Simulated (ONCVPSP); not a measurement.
## Plane-wave convergence, ONCV potential for O

- Element: O (Z = 8)
- Generator: ONCVPSP 4.0.1
- Type: optimised norm-conserving Vanderbilt (ONCV)
- Functional: PBE
- Relativity: scalar-relativistic
- Frozen core: [He]
- Valence charge: 6
- Reference configuration: 2s2 2p4
- Partial waves: 2s: rc 0.70 bohr, ncon 4, nbas 7, qcut 8.6 1/bohr, 2 projectors, debl 1 Ha; 2p: rc 2.15 bohr, ncon 4, nbas 9, qcut 5 1/bohr, 2 projectors, debl 3.4 Ha; d scattering state at 0.02 Ha: rc 1.95 bohr, ncon 4, nbas 8, qcut 4.2 1/bohr, 2 projectors, debl 1.4 Ha
- Local potential: polynomial inside 0.60 bohr (lpopt 5, dvloc0 4 Ha)
- Core correction: Teter function fitted to the true core (icmod 2), fcfact 0.35

Task: For each optimised wave give the share of its norm inside rc, the residual kinetic energy above qcut (Ha) and the cutoffs (Ha) for errors of 10, 1, 0.1 and 0.01 mHa per electron.

Result:

```tsv
wave	norm inside rc	residual KE	10 mHa	1 mHa	0.1 mHa	0.01 mHa
2s	0.186	2.0e-03	28.4	42.1	127.9	186.4
s projector 2	0.017	3.1e-04	10.8	29.2	81.7	302.2
2p	0.889	4.9e-04	9.4	11.7	38.1	60.8
p projector 2	0.187	1.7e-02	14.1	64.8	77.4	100.0
d projector 1	0.000	2.8e-04	0.0	0.1	111.3	not reached
d projector 2	0.254	2.7e-03	6.5	10.2	20.3	49.6
```

The occupied waves need 42 Ha and 128 Ha for 1 and 0.1 mHa. Rows with under 1 % of the norm inside rc give no meaningful cutoff. Note: no bound ghost flagged; GHOST(+) flagged for d at 38.0 eV. Its largest configuration-test error is +5306 meV.
